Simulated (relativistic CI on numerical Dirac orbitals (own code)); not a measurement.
**d1 to d9 in one octahedral field**

Computed with a parametric ligand-field model without spin-orbit coupling, by exact diagonalisation: B = 630, C = 3080, 10Dq = 19100 cm⁻¹ (Oh; |10Dq|/B = 30.3) for every shell. Energies in cm⁻¹; the field energy is (0.6 n_e − 0.4 n_t2) × 10Dq of the ground term; g labels are left out.

```
Shell  Ground term  Electrons in e  Field energy  First spin-allowed bands  Lowest term of other spin
   d1          2T2           0.000         -7640                  2E 19100                           
   d2          3T1           0.022        -14864      3T2 17774, 3T1 25898                  1T2 10250
   d3          4A2           0.000        -22920      4T2 19100, 4T1 25669                   2E 13993
   d4          3T1           0.037        -29844       3E 16483, 3T1 17299                     5E 978
   d5          2T2           0.065        -36953      2A2 15761, 2T1 15962                      6A1 5
   d6          1A1           0.051        -44858      1T1 17154, 1T2 25238                  3T1 10582
   d7            ?               ?             ?                         ?                          ?
   d8          3A2           2.000        -22920      3T2 19100, 3T1 25669                   1E 11078
   d9           2E           3.000        -11460                 2T2 19100
```

(1) Fill in the row of d7.

Answers

(1) Ground term: 2E; Electrons in e: 1.038; Field energy: -33663; First spin-allowed bands: 2T1 16999, 2T2 17690; Lowest term of other spin: 4T1 4769. Low spin: d4, d5, d6, d7; the other shells keep the spin of the free ion. Only d4 to d7 can choose; the field needed to pair spins is smallest for d6 and largest for d5, which loses most exchange energy. In the strong-field picture 10Dq must exceed about 6B + 5C = 19180 (d4), 7.5B + 5C = 20125 (d5), 2.5B + 4C = 13895 (d6) and 4B + 4C = 14840 (d7); mixing of terms shifts these bounds somewhat.
